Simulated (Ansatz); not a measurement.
A made-up structure of MgH3SeO (charge +1), singlet:

O1  (-1.010, 0.214, -1.235)
Mg2  (0.416, 0.033, 0.143)
Se3  (2.192, -0.124, 1.687)
H4  (-1.288, -0.460, -1.871)
H5  (0.569, -0.376, 1.807)
H6  (1.242, -0.659, 2.680)
(Å)

It is relaxed with PBE-D4/def2-SVP and then PBE0-D4/def2-TZVP (Ansatz 0.2.0). Atoms count as bonded within 1.22 times the sum of their covalent radii (H–H: 0.88 Å). The end point is not checked to be a true minimum.

(1) Does its bonding change? (Judge from chemistry; the calculation decides.)

Answers

(1) The calculation gives: Yes. Formed: none; broken: Mg2–H5.

Where it ends: The first stage lowers the energy by 3.11 eV in 25 steps. It ends as MgH₃SeO ([OH][Mg][SeH2]), total charge +1:
| atom | x (Å) | y (Å) | z (Å) |
| --- | --- | --- | --- |
| O1 | -0.8597 | -0.2866 | -1.4743 |
| Mg2 | 0.2416 | -0.1428 | -0.1680 |
| Se3 | 1.8379 | 0.0350 | 1.9043 |
| H4 | -1.4264 | -0.3455 | -2.2332 |
| H5 | 0.8266 | 0.6748 | 2.7664 |
| H6 | 1.5018 | -1.3069 | 2.4160 |

Labels in which every atom is bracketed show which atoms are joined, not bond orders.

For scale, one of the runs: PBE0-D4/def2-TZVP relaxation, 129 basis functions, launched by `ansatz run in.yaml --threads 2 --pin off --events-out ev --progress --plain --max-ram 4352MiB`. Hardware: 2 CPU threads of an Arm Neoverse V1, shared host. Wall time about 23 s.
